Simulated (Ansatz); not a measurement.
An input meant for Si19AsH32 (charge 0, doublet).

```yaml
crystal:
  periodic: [false, false, false]
  atoms:
    - {symbol: Si, position_ang: [-3.931019, 1.613861, -0.350058]}
    - {symbol: Si, position_ang: [-2.349944, -4.279384, 1.562916]}
    - {symbol: Si, position_ang: [0.961942, -3.514335, -0.471769]}
    - {symbol: As, position_ang: [-1.646048, -1.087163, -0.440088]}
    - {symbol: Si, position_ang: [-0.649772, 1.527625, 2.132536]}
    - {symbol: Si, position_ang: [0.325074, -0.623056, 2.195907]}
    - {symbol: Si, position_ang: [0.636304, 1.578899, -0.908087]}
    - {symbol: Si, position_ang: [-1.490307, 4.426969, -0.598851]}
    - {symbol: Si, position_ang: [3.436753, -0.779450, -0.691473]}
    - {symbol: Si, position_ang: [3.589809, 2.065505, 1.723543]}
    - {symbol: Si, position_ang: [-3.329870, -2.717632, 0.094463]}
    - {symbol: Si, position_ang: [-3.006787, 0.158909, -1.934896]}
    - {symbol: Si, position_ang: [-2.249887, 2.727164, 0.865228]}
    - {symbol: Si, position_ang: [-0.554037, -2.543486, -1.975220]}
    - {symbol: Si, position_ang: [-0.295991, -5.099315, 0.735355]}
    - {symbol: Si, position_ang: [1.891426, -1.760330, 0.808552]}
    - {symbol: Si, position_ang: [-0.143796, 3.372015, -2.228501]}
    - {symbol: Si, position_ang: [2.334878, 0.628641, -2.234637]}
    - {symbol: Si, position_ang: [2.185790, 3.074394, 0.115308]}
    - {symbol: Si, position_ang: [4.932148, 0.500692, 0.595150]}
    - {symbol: H, position_ang: [-4.852405, 2.652899, -0.950653]}
    - {symbol: H, position_ang: [-4.779045, 0.745458, 0.552298]}
    - {symbol: H, position_ang: [-3.272715, -5.457685, 1.793531]}
    - {symbol: H, position_ang: [-2.128471, -3.624933, 2.902520]}
    - {symbol: H, position_ang: [2.079840, -4.269004, -1.159860]}
    - {symbol: H, position_ang: [-1.343777, 1.439678, 3.496579]}
    - {symbol: H, position_ang: [0.458279, 2.517484, 2.396992]}
    - {symbol: H, position_ang: [-0.717955, -1.652873, 2.568594]}
    - {symbol: H, position_ang: [1.123002, -0.464886, 3.481492]}
    - {symbol: H, position_ang: [-2.747195, 5.095880, -1.120768]}
    - {symbol: H, position_ang: [-0.755750, 5.483801, 0.190362]}
    - {symbol: H, position_ang: [4.169034, -1.968481, -1.286656]}
    - {symbol: H, position_ang: [2.827435, 1.294036, 2.774896]}
    - {symbol: H, position_ang: [4.457413, 3.063563, 2.463399]}
    - {symbol: H, position_ang: [-3.915102, -3.446148, -1.094563]}
    - {symbol: H, position_ang: [-4.472662, -2.033108, 0.807208]}
    - {symbol: H, position_ang: [-4.040985, -0.689270, -2.642206]}
    - {symbol: H, position_ang: [-2.153732, 0.837211, -2.969900]}
    - {symbol: H, position_ang: [-3.060693, 3.428648, 1.947887]}
    - {symbol: H, position_ang: [-1.482027, -3.545338, -2.625487]}
    - {symbol: H, position_ang: [0.109606, -1.734733, -3.056144]}
    - {symbol: H, position_ang: [-0.628036, -6.240511, -0.203650]}
    - {symbol: H, position_ang: [0.499752, -5.697989, 1.873686]}
    - {symbol: H, position_ang: [2.725325, -2.493149, 1.846258]}
    - {symbol: H, position_ang: [-1.070292, 2.980626, -3.362872]}
    - {symbol: H, position_ang: [0.813372, 4.392060, -2.819052]}
    - {symbol: H, position_ang: [1.836616, -0.245844, -3.366577]}
    - {symbol: H, position_ang: [3.402936, 1.515863, -2.849905]}
    - {symbol: H, position_ang: [1.503350, 4.231961, 0.814595]}
    - {symbol: H, position_ang: [3.172516, 3.728698, -0.837584]}
    - {symbol: H, position_ang: [5.734824, -0.370068, 1.540867]}
    - {symbol: H, position_ang: [5.925676, 1.204731, -0.304665]}
basis:
  gaussian: {orbitals: cc-pVDZ, fitting: {mean_field: def2-universal-jkfit}}
magnetization: {spin_polarized: true, initial_magnetization: 1}
hamiltonian: {xc: {name: HF}}
correlation: {method: mp2, frozen_orbitals: {Si: 0}}
scf: {omitted_lower_state_checks: [starts]}
```

```sh
$ ansatz run in.yaml --threads 2 --pin off --events-out ev --progress --plain --max-ram 31744MiB --backend cuda --devices 0, --max-vram 18GiB
```

(1) Predict how Ansatz answers.

Answers

(1) The program refused the input. Frozen orbitals are typed for one element alone, and the program wants a count for each (the count typed has to fit that element's core, too).
```
Functional definition: HF
  name "HF"
  cite "Fock, Z. Phys. 61, 126 (1930) doi:10.1007/BF01340294"
  parent pbe
  exchange = exact_x
  correlation = 0
these checks for a lower state are left out or cut short: starts
Error: "frozen_orbitals" has no count for As
```
